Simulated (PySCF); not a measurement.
SMILES B[SiH2][SiH2]C#N, GFN2-xTB optimised geometry.

```
11

B      1.75    -1.26     0.00
Si    -0.19    -1.26     0.00
Si    -0.99     0.94     0.00
C      0.02     1.92    -1.23
N      0.67     2.46    -2.01
H      2.36    -1.17     1.00
H      2.36    -1.29    -1.00
H     -0.86    -1.92    -1.14
H     -0.86    -1.88     1.17
H     -2.36     1.16    -0.45
H     -0.80     1.69     1.25
```

Density from PBE/def2-TZVP in PySCF at that geometry.

Minimum of the electron density along straight lines between bonded atoms, close to the bond critical point (lines longer than 1.1 times the sum of covalent radii, or with two minima, are not listed):

| bond | length / Å | ρ at the minimum / e bohr⁻³ | ∇²ρ there / e bohr⁻⁵ | position (fraction from the first atom) |
|---|---|---|---|---|
| B1–Si2 | 1.940 | 0.119 | … | 0.61 |
| Si2–Si3 | 2.342 | … | … | 0.41 |
| Si3–C4 | 1.866 | 0.108 | 0.27 | 0.39 |
| C4–N5 | 1.147 | 0.503 | -0.14 | 0.35 |
| B1–H6 | 1.171 | 0.193 | -0.41 | 0.45 |
| B1–H7 | 1.170 | 0.194 | -0.41 | 0.45 |
| Si2–H8 | 1.476 | 0.120 | 0.17 | 0.50 |
| Si2–H9 | 1.477 | 0.119 | 0.17 | 0.50 |
| Si3–H10 | 1.466 | 0.124 | 0.16 | 0.50 |
| Si3–H11 | 1.468 | 0.124 | 0.16 | 0.50 |

Task: Some entries are withheld; supply them.

Result: 
- B1–Si2, ∇²ρ there / e bohr⁻⁵: -0.02
- Si2–Si3, ρ at the minimum / e bohr⁻³: 0.087
- Si2–Si3, ∇²ρ there / e bohr⁻⁵: -0.15
